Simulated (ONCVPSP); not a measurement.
**Potentials for V (Z = 23) compared**

Generated with ld1.x 7.5 (TM, RRKJ, ultrasoft, PAW), atompaw 4.2 or ONCVPSP 4.0.1. The cutoff is in Ry: for ld1.x and atompaw files where the sum of valence levels is converged to 10 mRy in a Bessel basis, for ONCV files where the hardest occupied wave has 1 mHa per electron of residual kinetic energy. The error is the largest all-electron minus pseudo excitation energy over each file’s own four to seven test configurations (ionisations up to +4, promotions, holes and added fractions of an electron), all of which were solved. The labels leave out finer settings (local radius, basis sizes, second energies), which also bear on the numbers. Spin-polarised tests are not counted. The rows are a selection from randomly drawn settings: files with unsolved tests, undetermined cutoffs or missed reference levels are left out.

A true bound ghost makes a file unfit for plane-wave use even where its test errors are small: the radial tests pick states by their node count and pass the ghost by.

| potential | cutoff (Ry) | largest error (meV) | bound ghosts |
| --- | --- | --- | --- |
| ONCV, PBE, fully relativistic, rc 1.50/1.50/2.30 (spd), local smoothed, core correction yes, reference 3s2 3p6 3d3, qcut 10.3/8.2/5.4, projectors 2/2/2 | 69 | +381 | none |
| ONCV, PBE, scalar-relativistic, rc 2.45/1.40/2.00 (spd), local smoothed, core correction yes, reference 3p6 3d3 4s2, qcut 3/11.3/7.3, projectors 2/2/2 | 49 | +275 | s |
| ONCV, PBE, scalar-relativistic, rc 1.40/0.90/1.65 (spd), local smoothed, core correction yes, reference 3s2 3p6 3d3 4s2, qcut 7.4/9.1/8.2, projectors 2/2/1 | 77 | +24 | none |
| ONCV, PBE, scalar-relativistic, rc 1.65/1.50/1.20 (spd), local smoothed, core correction yes, reference 3s2 3p6 3d3 4s2, qcut 7.1/9.6/10.2, projectors 2/2/2 | 96 | +5.6 | none |
| ONCV, PBE, scalar-relativistic, rc 1.35/1.20/1.50/1.10 (spdf), local smoothed, core correction yes, reference 3s2 3p6 3d3, qcut 11.6/10.2/11.8/9.9, projectors 2/1/2/2 | 92 | +28 | none |
| ONCV, PBE, scalar-relativistic, rc 1.80/1.35/1.35 (spd), local smoothed, core correction yes, reference 3s2 3p6 3d3 4s1.5, qcut 6.5/8/10.8, projectors 2/2/2 | 88 | -2.1 | none |

Q: Fill in the row for V: ONCV, PBE, scalar-relativistic, rc 2.45/1.40/1.15 (spd), local smoothed, core correction yes, reference 3p6 3d3 4s1.5, qcut 2.9/8.1/9.4, projectors 2/3/2.

A: cutoff 91 Ry, largest error -207 meV, bound ghosts: s.
